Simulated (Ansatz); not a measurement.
`F[SiH2][NH][AlH2]` and `F[SiH2]N[SiH2][SiH3]` differ in one atom or group.

Ansatz, PBE0-D4/def2-TZVP geometries, multiplicity 1. Each molecule was computed in one conformer, which needn't be the lowest.

```csv
property,`F[SiH2][NH][AlH2]`
LUMO energy (PBE0/def2-TZVPP) / eV,-1.14
size of the dipole moment (B3LYP/def2-TZVPP) / D,1.74
size of the dipole moment (ωB97M-V/def2-TZVPP) / D,1.74
HOMO energy (PBE/def2-TZVPP) / eV,-7.12
HOMO–LUMO gap (B3LYP/def2-TZVPP) / eV,6.85
HOMO energy (ωB97M-V/def2-TZVPP) / eV,-10.82
```

(1) What does the change do to each property? (Estimate.)

## Answers

(1) Computed: 
| property | `F[SiH2]N[SiH2][SiH3]` | shift |
| --- | --- | --- |
| LUMO energy (PBE0/def2-TZVPP) / eV | -0.39 | 0.75 |
| size of the dipole moment (B3LYP/def2-TZVPP) / D | 1.66 | -0.08 |
| size of the dipole moment (ωB97M-V/def2-TZVPP) / D | 1.64 | -0.10 |
| HOMO energy (PBE/def2-TZVPP) / eV | -6.43 | 0.69 |
| HOMO–LUMO gap (B3LYP/def2-TZVPP) / eV | 6.86 | 0.01 |
| HOMO energy (ωB97M-V/def2-TZVPP) / eV | -9.74 | 1.08 |

With PBE0 the HOMO rises by 0.83 eV and the LUMO rises by 0.75 eV, so the gap narrows by about 0.08 eV. PBE moves the HOMO by 0.69 eV and ωB97M-V by 1.08 eV. Dipoles are sizes alone; their direction can turn.

B3LYP here is the variant with VWN-RPA as its local correlation; programs differ in this.
